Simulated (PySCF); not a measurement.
Choosing a molecule for a target property.

Species are written as SMILES; each is one conformer at its optimised geometry, gas phase, non-relativistic unless stated. Electronic properties by PySCF.

The conformers computed, where there is a choice (atom-mapped SMILES and torsion angles):
- `[OH:1][CH2:2][C:3]1=[N:4][CH2:5][C:6]=[N:7]1`: O1–C2–C3–N4 7°, H–O1–C2–C3 -15°
- `[OH:1][CH:2][c:3]1[cH:4][n:5][nH:6][cH:7]1`: O1–C2–C3–C4 180°, H–O1–C2–C3 0°
- `[CH3:1][O:2][c:3]1[o:4][cH:5][cH:6][c:7]1[CH:8][O-:9]`: C1–O2–C3–O4 -82°, C6–C7–C8–O9 2°
- `[O:1]=[C:2]1[CH:3]=[C:4]([CH2:5][OH:6])[O:7][CH:8][CH+:9]1`: C3–C4–C5–O6 16°, H–O6–C5–C4 93°
- `[NH:1][Si@H:2]([C:3]#[C:4][CH2:5][NH2:6])[SiH2:7][NH2:8]`: N1–Si2–Si7–N8 30°, H–N1–Si2–C3 19°, H–N6–C5–C4 -59°, H–N6–C5–C4 59°, H–N8–Si7–Si2 -62°, H–N8–Si7–Si2 74°

Question: Wanted: isotropic g value above 2.01 (unrestricted B3LYP/pcH-1, mean-field spin–orbit) and smallest rotational constant below 1.6 GHz (GFN2-xTB), at GFN2-xTB geometries. Which candidate meets both?
A. `O[CH]C1=CNN=C1` [radical]
B. `OCC1=NC[C]=N1` [radical]
C. `[NH][Si@H](C#CCN)[SiH2]N` [radical]
D. `COC1=C([CH][O-])C=CO1` [radical]
E. `O=C1C=C(CO)O[CH][CH+]1` [radical]

Answer: E. Computed values:
| species | isotropic g value | smallest rotational constant |
| --- | --- | --- |
| OCC1=NC[C]=N1 [radical] | 2.00182 | 1.684 GHz |
| O[CH]C1=CNN=C1 [radical] | 2.00295 | 1.547 GHz |
| COC1=C([CH][O-])C=CO1 [radical] | 2.00397 | 0.993 GHz |
| [NH][Si@H](C#CCN)[SiH2]N [radical] | 2.00490 | 0.528 GHz |
| O=C1C=C(CO)O[CH][CH+]1 [radical] | 2.01141 | 0.896 GHz |
